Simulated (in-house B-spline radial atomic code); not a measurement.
A fraction x of an electron is removed from 4f in Tm²⁺, starting from [Xe] 4f13 and keeping the highest spin. All numbers are computed (scalar-relativistic (X2C) LDA PW92, spin-polarised, spherical fractional occupations; Fermi nucleus of rms radius 5.2256 fm) with a radial B-spline atomic code at the basis-set limit, not measured.

```tsv
x	E(x) - E(0) (eV)	4f down level (eV)
0	0.0000	-17.493
0.08	1.4514	-18.796
0.22	4.2455	-21.130
0.34	6.9039	-23.184
0.46	9.8115	-25.284
0.5	10.8370	-25.994
0.69	16.1007	-29.431
0.84	20.7235	-32.217
0.94	24.0396	-34.109
1	26.1205	-35.258
```

The exact functional would give a straight line between the two integer points. Deviations E(x) - E(0) - x[E(1) - E(0)], in eV: -0.638 at x = 0.08, -1.501 at x = 0.22, -1.977 at x = 0.34, -2.204 at x = 0.46, -2.223 at x = 0.5, -1.922 at x = 0.69, -1.218 at x = 0.84, -0.514 at x = 0.94.

The curve lies below the straight line by up to 2.223 eV (at x = 0.5): convex, the delocalisation error that favours fractional charges.

(1) How well does Slater's transition state (minus the level at half occupation) give the ionisation energy?

Answers

(1) It gives 25.994 eV against 26.120 eV from the two total energies; NIST lists 23.66 eV, ground level to ground level.
